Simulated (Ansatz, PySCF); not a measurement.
Energy difference R1 + R2 → P1, each structure at its B3LYP-D3(BJ)/def2-TZVP stationary point, reached from a drawn start (curvature not checked).
R1: H2 (SMILES [H][H]), charge 0, multiplicity 1.
P1: C2H4 (SMILES C=C), charge 0, multiplicity 1.
R2, C2H2 (SMILES C#C) (charge 0, multiplicity 1):
```xyz
4

C     -0.55965     0.08006    -0.19612
C      0.55965    -0.08006     0.19612
H     -1.55351     0.22215    -0.54439
H      1.55351    -0.22215     0.54439
```

P less R. No zero-point or thermal terms.

Cores are frozen in the correlated methods. CBS(a, b) extrapolates the correlation energy as X⁻³ and adds the Hartree–Fock energy of set b.

Programs: Ansatz (a quantum-chemistry and plane-wave program); PySCF for the D3/D4 terms. Each number belongs to the level named beside it.

The comparison value is -206.6 kJ/mol (CCSD(T)/CBS(cc-pVTZ, cc-pVQZ)). It is a level with limits of its own, not the exact answer.

Question: Order these levels by how close they come to the comparison value for the reaction energy, closest first: PBE0/def2-TZVPP, MP2/cc-pVQZ, PBE0-D4/def2-TZVPP, BLYP-D3(BJ)/def2-TZVPP, MP2/cc-pVDZ. Give each level's value less the comparison value.

Answer: MP2/cc-pVDZ (-0.6 kJ/mol), BLYP-D3(BJ)/def2-TZVPP (6.7 kJ/mol), MP2/cc-pVQZ (8.5 kJ/mol), PBE0/def2-TZVPP (-24.6 kJ/mol), PBE0-D4/def2-TZVPP (-26.2 kJ/mol)
